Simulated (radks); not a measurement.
Charge is removed step by step from the 2s level of the magnesium ion Mg3+, starting from [He] 2s2 2p5. Calculated with a radial shooting solver on a logarithmic mesh with Libxc functionals: scalar-relativistic Kohn-Sham, PBE, spin-unpolarised, spherical densities, point nucleus.

| removed (e) | E - E(0) (eV) | eigenvalue (eV) | E minus straight line (eV) |
|---|---|---|---|
| 0 | 0.000 | -129.04 | 0.000 |
| 0.25 | 33.199 | -136.58 | -2.878 |
| 0.5 | 68.298 | -144.24 | -3.856 |
| 0.75 | 105.33 | -152.01 | -2.906 |
| 1 | 144.31 | -159.88 | 0.000 |

Removing the whole electron costs 144.31 eV by Delta-SCF, against 129.04 eV from minus the eigenvalue at the starting occupation. Slater's transition state (half an electron removed) gives 144.24 eV. Integrating minus the eigenvalue over the occupation (Janak's theorem) gives 144.31 eV. In this scalar-relativistic scheme the density is built from large components alone, so the theorem holds only approximately. The mean slope of the eigenvalue, de/dn, is 30.8 eV per electron.
